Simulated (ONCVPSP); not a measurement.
## u(r) = r·R(r): atom against pseudo-atom (H (Z = 1))

Columns: radius, all-electron u(r) and pseudo u(r) of the 1s shell (level -6.35 eV) of hydrogen in the configuration 1s1; LDA (Perdew-Wang 92), scalar-relativistic, ONCV scheme, ONCVPSP 4.0.1.

```
r (bohr)  all-electron  pseudo
   0.045        0.0796  0.0685
   0.090        0.1523  0.1356
   0.135        0.2184  0.2005
   0.180        0.2783  0.2624
   0.225        0.3326  0.3205
   0.270        0.3816  0.3741
   0.315        0.4257  0.4227
   0.360        0.4652  0.4659
   0.405        0.5005  0.5040
   0.450        0.5319  0.5373
   0.495        0.5596  0.5661
   0.540        0.5840  0.5904
   0.585        0.6054  0.6106
   0.630        0.6239  0.6274
   0.675        0.6397  0.6415
   0.720        0.6532  0.6538
   0.765        0.6644  0.6645
   0.810        0.6735  0.6736
   0.855        0.6808  0.6808
   0.900        0.6864  0.6864
   0.945        0.6904  0.6904
   0.990        0.6929  0.6929
   1.035        0.6941  0.6941
   1.080        0.6941  0.6941
   1.125        0.6929  0.6929
   1.170        0.6908  0.6908
```

Q: How many radial nodes do the two functions have?

A: The all-electron 1s function has n − l − 1 = 0; the pseudo-wave has 0.

Q: At about which radius was the pseudo-wave matched?

A: 0.90 bohr. The columns agree to 0.0005 from 0.77 bohr on; several derivatives are matched, so the curves merge somewhat inside the radius.

Q: Where does each function peak?

A: Outermost all-electron maximum near 1.03 bohr, pseudo maximum near 1.03 bohr (to the table’s step).

Q: Is the pseudo-wave norm-conserving?

A: Yes: the ONCV scheme keeps the norm inside the radius equal to the all-electron one, which fixes the energy derivative of the logarithmic derivative at the level.
